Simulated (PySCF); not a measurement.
SMILES B[SiH2]CCl (CH6BClSi), CAM-B3LYP/def2-SVP optimised geometry. Atoms within 1.6 Å of the plane z = 0.0 Å (x, y, z in Å): B1 (1.08, 0.92, 1.32), Si2 (0.63, -0.53, 0.00), C3 (-1.28, -0.53, 0.00), Cl4 (-1.77, 1.21, 0.00), H5 (1.77, 1.88, 1.06), H7 (1.09, -0.28, -1.39), H8 (1.13, -1.88, 0.42), H9 (-1.74, -1.01, -0.87), H10 (-1.69, -0.98, 0.91).

Level of theory: CAM-B3LYP/def2-TZVP in PySCF. Cells within 0.4 Å of a nucleus heavier than hydrogen are left out (blank, or x).

Map of the electron localisation function on the plane z = 0.0 Å:

```
|0000000000000000000000000000000|
|0000000000000000000000000000000|
|0000000000000000000000000000000|
|0000000000000000000011110000000|
|0000000011111100000136653100000|
|0000112233443200000268887300000|
|0012234456666410000378998620000|
|0024566677887630000368998730000|
|0135778767898730000257887630000|
|02578882x0598730001235665310000|
|1357897xxx188620012233332100000|
|1357897xxx077410135433210000000|
|0256888300475200367754210000000|
|0135677777863111367775310000000|
|0012345678864432213665310000000|
|0000012467557872011034310000000|
|0000001341xx89815xx202210000000|
|000001255xxx7990xxx501110000000|
|0000013663xx79914xx102210000000|
|0000013566447882010156421000000|
|0000012455435653346999852000000|
|0000001233222223699999985100000|
|0000000111100013799999997300000|
|0000000000000003899999998300000|
|0000000000000003899999998300000|
|0000000000000003899999996100000|
|0000000000000002799999972000000|
|0000000000000001478998620000000|
|0000000000000000023442100000000|
|0000000000000000000000000000000|
|0000000000000000000000000000000|
```
Scale: ten equal steps from 0.000 (start of '0') to 0.999 (end of '9'), in the order '0123456789'; x runs from -4.00 to 4.00, y from -4.00 (bottom) to 4.00 (top).
